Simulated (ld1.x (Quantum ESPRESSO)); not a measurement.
**Ranking TM potentials for B (Z = 5)**

All share these settings but for the change named:

* Element: boron
* Generator: ld1.x (Quantum ESPRESSO) 7.5
* Type: norm-conserving Troullier–Martins (Kleinman–Bylander form)
* Functional: PBE
* Relativity: non-relativistic
* Frozen core: [He]
* Valence charge: 3
* Reference configuration: 2s2 2p0.5 (charge +0.5)
* Partial waves: 2s (bound): rc 1.30 bohr; 2p (bound): rc 2.65 bohr
* Local potential: the p channel
* Core correction: none

Cutoff: the first of the cutoffs (Ry, on a coarse ladder) from which the occupation-weighted sum of valence levels, in a spherical-Bessel basis at the reference potential, stays within 10 and 1 mRy of its value at 400 Ry; the density cutoff is not measured.

The base gives 21 Ry.

Of 6 variants that were run, those that failed, showed a ghost or another fault, or gave nearly equal values are left out.

A variant can come out equal or close to the base.

Q: Rank these variants from softest to hardest (loose cutoff).
A. wave 2s (bound): rc 1.30 bohr becomes 2s (bound): rc 0.82 bohr
B. reference 2s1 2p0
C. all radii scaled by about 0.79 (s 1.02, p 2.10 bohr)

A: B (21 Ry), C (50 Ry), A (120 Ry).
